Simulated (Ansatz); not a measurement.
BCl2(SMe) (CH3BCl2S), relaxed as a singlet with RKS PBE0-D4/def2-SVP in Ansatz, starting from the GFN2-xTB geometry. Force threshold 0.02 eV/Å.

Start:

```xyz
8

B    -0.465    0.217    1.432
Cl   -1.551    1.292    0.610
Cl   -0.561    0.088    3.155
S     0.752   -0.759    0.551
C     0.487   -0.273   -1.190
H    -0.539   -0.482   -1.473
H     1.173   -0.868   -1.781
H     0.704    0.784   -1.304
```

(1) Estimate the energy that the relaxation releases and the steps that it takes.

(2) Does the start keep its bonding?

(3) Predict the relaxed structure.

Answers

(1) 0.03 eV, in 6 steps; 9 s on 4 threads of Arm Neoverse V2 on a shared host. No frequencies were taken in this run, so the end may be a saddle point.

(2) By distances, no bond broke or formed. The bond that changes most is B1–Cl3, from 1.73 to 1.75 Å (atoms count from 1).

(3) 
```csv
atom,x (Å),y (Å),z (Å)
B1,-0.472,0.231,1.433
Cl2,-1.569,1.343,0.631
Cl3,-0.542,0.050,3.175
S4,0.732,-0.744,0.554
C5,0.489,-0.280,-1.183
H6,-0.533,-0.511,-1.510
H7,1.203,-0.877,-1.764
H8,0.693,0.788,-1.336
```
Bond lengths: 2 × B–Cl 1.75 to 1.76 Å; 1 × C–S 1.81 Å; 1 × B–S 1.78 Å; 3 × C–H 1.10 Å.
